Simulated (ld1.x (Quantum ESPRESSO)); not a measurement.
Reading a pseudo-wave (Cr)

Columns: radius, all-electron u(r) and pseudo u(r) of the 3p shell (level -46.77 eV) of chromium in the configuration [Ne] 3s2 3p6 3d5 4s0 4p1; Wu–Cohen, scalar-relativistic, TM scheme, ld1.x (Quantum ESPRESSO) 7.5.

| r (bohr) | all-electron | pseudo |
| --- | --- | --- |
| 0.075 | 0.3554 | -0.0229 |
| 0.150 | 0.5655 | -0.0899 |
| 0.225 | 0.4402 | -0.1967 |
| 0.300 | 0.1360 | -0.3355 |
| 0.375 | -0.2096 | -0.4957 |
| 0.450 | -0.5200 | -0.6628 |
| 0.525 | -0.7635 | -0.8200 |
| 0.600 | -0.9341 | -0.9501 |
| 0.675 | -1.0377 | -1.0403 |
| 0.750 | -1.0859 | -1.0860 |
| 0.825 | -1.0914 | -1.0914 |
| 0.900 | -1.0660 | -1.0660 |
| 0.975 | -1.0195 | -1.0195 |
| 1.050 | -0.9597 | -0.9597 |
| 1.125 | -0.8925 | -0.8925 |
| 1.200 | -0.8220 | -0.8220 |
| 1.275 | -0.7513 | -0.7513 |
| 1.350 | -0.6824 | -0.6824 |
| 1.425 | -0.6167 | -0.6167 |
| 1.500 | -0.5549 | -0.5549 |
| 1.575 | -0.4976 | -0.4976 |
| 1.650 | -0.4448 | -0.4448 |
| 1.725 | -0.3965 | -0.3965 |
| 1.800 | -0.3528 | -0.3528 |
| 1.875 | -0.3132 | -0.3132 |
| 1.950 | -0.2776 | -0.2776 |

(1) How many radial nodes do the two functions have?

(2) At about which radius was the pseudo-wave matched?

(3) Is the pseudo-wave norm-conserving?

Results:

(1) The all-electron 3p function has n − l − 1 = 1; the pseudo-wave has 0, since the states of the same l below it are removed with the core.

(2) 0.90 bohr. The columns agree to 0.0005 from 0.75 bohr on; several derivatives are matched, so the curves merge somewhat inside the radius.

(3) Yes: the TM scheme keeps the norm inside the radius equal to the all-electron one, which fixes the energy derivative of the logarithmic derivative at the level.
